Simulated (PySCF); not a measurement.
# Radial density of Ir (iridium, neutral)

UHF, [Xe] 4f14 5d6 6s2 7s1, high-spin 6D determinant (an excited configuration). Computed with PySCF 2.14 in aug-cc-pVDZ-PP with ECP60MDF, with scalar relativity through the core potential. This is the valence pseudo-density: the core potential removes the inner electrons and smooths the orbitals near the nucleus.

```csv
r (bohr),4πr²ρ (e/bohr),4πr²(ρα − ρβ)
0.127,5.088e-05,0.0000
0.213,0.0007783,0.0002
0.359,0.06746,0.0075
0.604,3.697,0.3161
1.02,13.90,2.5782
1.71,5.880,2.4027
2.87,1.321,0.3202
4.83,0.1882,0.0439
8.13,0.1782,0.1775
13.7,0.009413,0.0094
```

Energies and moments cover only the electrons outside the core potential. Spin-orbit coupling, absent here, splits the open shell strongly. The outer electron is Rydberg-like, and this basis confines it to a smaller radius and binds it less than a complete one would.
